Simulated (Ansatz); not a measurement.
Cartesian coordinates (Å):
```xyz
18

B     -3.8748    -0.3818    -0.5992
C     -2.3703    -0.2074    -0.3870
C     -1.6213    -0.5659     0.7249
C     -0.2341    -0.2705     0.6132
C      0.8111    -0.4951     1.5396
C      2.1039    -0.1256     1.2208
C      2.3910     0.4805    -0.0355
C      3.7369     0.8534    -0.3429
N      4.8362     1.1547    -0.5874
C      1.3778     0.7163    -0.9735
C      0.0714     0.3393    -0.6436
S     -1.3491     0.5190    -1.6196
H     -4.5242    -0.8879     0.2836
H     -4.4044    -0.0241    -1.6222
H     -2.0758    -1.0342     1.6015
H      0.5908    -0.9604     2.5043
H      2.9219    -0.2924     1.9249
H      1.6131     1.1822    -1.9329
```
Charge 0, spin multiplicity 1.

These are frozen-core CCSD(T)/cc-pVDZ // r2SCAN-D4/def2-SVP (Ansatz, a quantum-chemistry and plane-wave program) values and carry that method's errors. The restricted HF reference is unstable towards unrestricted orbitals.

- HF energy: -820.99137 Ha
- MP2 correlation energy: -1.52360 Ha

Estimate the CCSD correlation energy, the (T) correction, the total energy and the T1 diagnostic.


| Quantity | Value |
|---|---|
| CCSD correlation energy | -1.57033 Ha |
| (T) correction | -0.07673 Ha |
| CCSD(T) total energy | -822.63843 Ha |
| T1 diagnostic | 0.014 |
